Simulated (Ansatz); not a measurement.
BClH$_{6}$N$_{2}$Si, 11 atoms. Charge 0, multiplicity 1. The bonds changed during the relaxation, so this is another structure than the one it started from. All runs use 4 threads of an Intel Xeon Platinum 8259CL on a shared host. Correlated methods freeze the cores.

Question: Give the basis size and wall time and peak host memory of each of these runs in Ansatz. RKS PBE-D4/def2-TZVPP energy and forces; RKS ωB97M-V/def2-SVP energy; RHF-CCSD(T)/def2-SVP energy; RKS PBE0-D4/def2-TZVP frequencies; RKS PBE0-D4/def2-QZVPP energy; RKS r2SCANh-D4/def2-TZVPP energy; direct RPA on PBE orbitals/def2-TZVPP energy; RKS LC-ωPBE/def2-TZVPP energy; RKS PBE0-D4/def2-TZVP relaxation (13 steps); RHF-CCSD(T)/def2-TZVPP energy; RHF-MP2/def2-QZVPP energy; RKS ωB97M-V/def2-QZVPP energy. (Best estimate.)

Answer: Computed: Other jobs shared the machine, so times are rough.

| level | job | functions | wall time | peak host memory (GiB) |
| --- | --- | --- | --- | --- |
| RKS PBE-D4/def2-TZVPP | energy and forces | 261 | 2.6 s | 0.38 |
| RKS LC-ωPBE/def2-TZVPP | energy | 261 | 2.8 s | 0.53 |
| RKS ωB97M-V/def2-SVP | energy | 108 | 3.8 s | 0.35 |
| RHF-CCSD(T)/def2-SVP | energy | 108 | 3.9 s | 0.5 |
| RKS r2SCANh-D4/def2-TZVPP | energy | 261 | 4.7 s | 0.73 |
| direct RPA on PBE orbitals/def2-TZVPP | energy | 261 | 6 s | 0.7 |
| RKS PBE0-D4/def2-QZVPP | energy | 491 | 9 s | 1.9 |
| RKS ωB97M-V/def2-QZVPP | energy | 491 | 18 s | 2.3 |
| RHF-MP2/def2-QZVPP | energy | 491 | 21 s | 3.1 |
| RKS PBE0-D4/def2-TZVP | relaxation (13 steps) | 203 | 45 s | 0.59 |
| RHF-CCSD(T)/def2-TZVPP | energy | 261 | 94 s | 6 |
| RKS PBE0-D4/def2-TZVP | frequencies | 203 | 2.5 min | 0.58 |

LC-ωPBE has ω = 0.4 bohr⁻¹.
